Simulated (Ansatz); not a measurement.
Ansatz (an electronic-structure program) input (X2C-CCSD(T)/cc-pVTZ-DK):

Ansatz 0.2 input:
```yaml
crystal:
  periodic: [false, false, false]
  atoms:
    - {symbol: C, position_ang: [2.77981148, -0.17098900, -0.12584538]}
    - {symbol: C, position_ang: [1.47525238, 0.10703501, -0.78958576]}
    - {symbol: C, position_ang: [0.57267266, 0.98195761, 0.03567608]}
    - {symbol: C, position_ang: [-0.57983380, 0.64179947, 0.60829462]}
    - {symbol: C, position_ang: [-1.28012527, -0.68220952, 0.55241454]}
    - {symbol: C, position_ang: [-2.62571640, -0.59691299, -0.17710491]}
    - {symbol: H, position_ang: [3.66607344, -0.38505881, -0.70733497]}
    - {symbol: H, position_ang: [2.83419652, -0.27144666, 0.94934368]}
    - {symbol: H, position_ang: [1.65775165, 0.58904950, -1.75724323]}
    - {symbol: H, position_ang: [0.96735056, -0.83702599, -1.03201184]}
    - {symbol: H, position_ang: [0.93594580, 1.99444876, 0.18536881]}
    - {symbol: H, position_ang: [-1.10159491, 1.40886173, 1.17569819]}
    - {symbol: H, position_ang: [-1.45530436, -1.03052130, 1.57620508]}
    - {symbol: H, position_ang: [-0.65180871, -1.43629314, 0.07642324]}
    - {symbol: H, position_ang: [-3.27831882, 0.14387486, 0.29012679]}
    - {symbol: H, position_ang: [-2.48310977, -0.30218800, -1.21828921]}
    - {symbol: H, position_ang: [-3.14354781, -1.55778430, -0.16138170]}
basis:
  gaussian:
    orbitals: cc-pVTZ-DK
magnetization: {spin_polarized: true, initial_magnetization: 1}
correlation: {method: ccsd_t, electrons: outside_noble_gas}
```

End of the output:

```
integrals: 6.14 GiB planned
1876 factors; integrals over basis functions are off by at most 1.2e-3 eV
1.87 GiB of device memory are held for the factors and their scratch space
mean field: 1.99 GiB planned
mean field evaluation 1: about -6355.0072 eV, gradient 2.7e1 eV
mean field evaluation 2: about -6355.0069 eV, gradient 2.7e1 eV
mean field evaluation 4: about -6359.6187 eV, gradient 3.2e0 eV
mean field evaluation 8: about -6359.7126 eV, gradient 1.8e-1 eV
mean field evaluation 16: about -6359.0669 eV, gradient 9.7e0 eV
mean field evaluation 32: about -6359.7138 eV, gradient 3.5e-3 eV
mean field -6359.71379256 eV, -233.7151711079 hartree, gradient 2.8e-6 eV, S^2 0.766772; 3 other end points of the search recorded, 0 dependent functions left out
6 core orbitals not correlated
reference -6359.71379256 eV, -233.7151711079 hartree; 18, 17 occupied and 310, 311 virtual orbitals, 1876 factors
second order -27.05749637 eV of doubles, -0.00000000 eV of singles
coupled cluster: 48.84 GiB planned
cycle   1  -27.99941051 eV  change   -9.4e-1 eV  update   1.0e-1
cycle   2  -28.67883284 eV  change   -6.8e-1 eV  update   3.2e-2
cycle   3  -28.80752263 eV  change   -1.3e-1 eV  update   1.5e-2
cycle   4  -28.80595050 eV  change    1.6e-3 eV  update   5.2e-3
cycle   5  -28.80623749 eV  change   -2.9e-4 eV  update   2.6e-3
cycle   6  -28.80655323 eV  change   -3.2e-4 eV  update   1.2e-3
cycle   7  -28.80654803 eV  change    5.2e-6 eV  update   5.6e-4
cycle   8  -28.80665778 eV  change   -1.1e-4 eV  update   2.4e-4
cycle   9  -28.80664344 eV  change    1.4e-5 eV  update   9.2e-5
cycle  10  -28.80658176 eV  change    6.2e-5 eV  update   3.9e-5
cycle  11  -28.80661797 eV  change   -3.6e-5 eV  update   1.7e-5
cycle  12  -28.80662111 eV  change   -3.1e-6 eV  update   6.1e-6
perturbative correction -1.19941609 eV, -0.0440777282 hartree
Total energy: -6389.71982976 eV, -234.8178726361 hartree
Relativity: scalar
```

It need not be the lowest isomer of its formula.
